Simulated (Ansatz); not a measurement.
`[F][Sc]([Cl])[Cl]` + H₂O → `[OH][Sc]([Cl])[Cl]` + H–F at 700 K and 1 bar (formal hydrolysis of the Sc–F bond).

Program: Ansatz. Geometries: PBE0-D4/def2-TZVP. ΔE: electronic, gas phase. CCSD(T)/CBS adds triple-zeta CCSD(T) − MP2 to the extrapolated MP2 energy (def2 sets, frozen cores). This one scheme is used for every species. For Sc outer-core shells are correlated without core-valence functions, which leaves a few kJ/mol of doubt a bond. Scalar relativity is left out up to krypton. One conformer a species, not always the lowest.

| species | CCSD(T)/CBS energy (Eh) | H − E (kJ/mol) | S (J/(mol·K)) |
| --- | --- | --- | --- |
| `[F][Sc]([Cl])[Cl]` | -1779.77783 | 60.1 | 399.5 |
| H₂O | -76.37941 | 80.5 | 218.4 |
| `[OH][Sc]([Cl])[Cl]` | -1755.74696 | 96.1 | 424.2 |
| H–F | -100.39570 | 45.2 | 198.5 |

H − E and S are ideal-gas, rigid-rotor, harmonic terms from PBE0-D4/def2-TZVP, for one conformer and one mirror image of each species. 1 Eh = 2625.50 kJ/mol, R = 8.31446 J/(mol·K).

Problem. By hand: ΔE, ΔH, ΔS and ΔG.

Solution. ΔE = (-1755.74696) + (-100.39570) − (-1779.77783) − (-76.37941) = 0.01458 Eh = 38.3 kJ/mol. Δ(H − E) = 96.1 + 45.2 − 60.1 − 80.5 = 0.7, so ΔH = 39.0 kJ/mol. ΔS = 424.2 + 198.5 − 399.5 − 218.4 = 4.8 J/(mol·K). ΔG = 39.0 − 700 × (4.8)/1000 = 35.6 kJ/mol.

Problem. By hand: the equilibrium constant, and the temperature at which ΔG would vanish if ΔH and ΔS stayed fixed.

Solution. log₁₀ K = −ΔG/(RT ln 10) = -2.7. ΔG = 0 at ΔH/ΔS = 8125 K, far beyond where these terms or the molecules hold.

The number of gas molecules stays the same, so ΔS is small and ΔH decides. A doubt of 5 kJ/mol in ΔE shifts log₁₀ K by 0.4 here. Other conformers and mirror images would add mixing entropy, several J/(mol·K) or more a flexible species. These are equilibria of isolated gas molecules and say nothing of rates. Largest T1 diagnostic: 0.015 (customary marks: 0.02 for closed shells, 0.045 for open ones).
